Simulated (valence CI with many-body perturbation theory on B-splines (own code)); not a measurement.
Values are calculated unless marked as measured or tabulated.
## Sensitivity of CI+MBPT for Pb68+

Method: valence CI with perturbative core correlation (CI+MBPT): four valence electrons over a frozen Dirac-Fock core [Ne], radial functions for each j: 6 s, 6 p, 5 d, 3 f, 1 g, with the one-electron correlation potential Σ1, the two-electron term Σ2, the three-electron term Σ3, Breit, model QED; selected CI, second order for the rest, scaled by the run's own slope (own B-spline code, finite nucleus).

The last digits are not significant, and no measured levels were compared; by estimate large intervals hold to a few tenths of a per cent, small ones and those within an open d or f shell to about a per cent.

The reference run has the lowest level (3s^2 3p1/2^2) J=0 and an ionisation energy of 8520.28 eV. Its largest variational space holds 9998 state functions.

Levels are named by their leading jj configuration (3d3/2^4 stands for four electrons in 3d with j = 3/2), which in mixed levels can hold well under half, so a name can repeat and another be missing.

```csv
Level,Reference (cm⁻¹),Shift (cm⁻¹)
(3s^2 3p1/2 3p3/2) J=1,4652410,+210
(3s^2 3p1/2 3p3/2) J=2,4736100,+210
(3s 3p1/2^2 3p3/2) J=2,6268570,+39
(3s 3p1/2^2 3p3/2) J=1,6509590,+52
(3s^2 3p1/2 3d3/2) J=2,6674510,+105
(3s^2 3p1/2 3d3/2) J=1,7098130,+93
(3s^2 3p1/2 3d5/2) J=2,7913390,+202
(3s^2 3p1/2 3d5/2) J=3,7928610,+205
(3s 3p1/2^2 3d3/2) J=1,8331270,-67
(3s 3p1/2^2 3d3/2) J=2,8400680,-66
(3s^2 3p3/2^2) J=2,9455930,+417
(3s 3p1/2^2 3d5/2) J=3,9526010,+32
```

The ionisation energy moves by +0.14 eV.

**Question.** Which of these changes was made?
A. shift of the energy in Σ1 (hartree) 0 → 57.6
B. cutoff of virtual states (hartree) 13448 → 288
C. highest l in the core sums 6 → 4; core polarisation of operators on → off
D. size limit of the variational space 10000 → 1500; highest l with Σ1, explicit Σ2 and valence Breit (higher l get mean screening factors) 3 → 0

**Answer.** A. shift of the energy in Σ1 (hartree) 0 → 57.6.
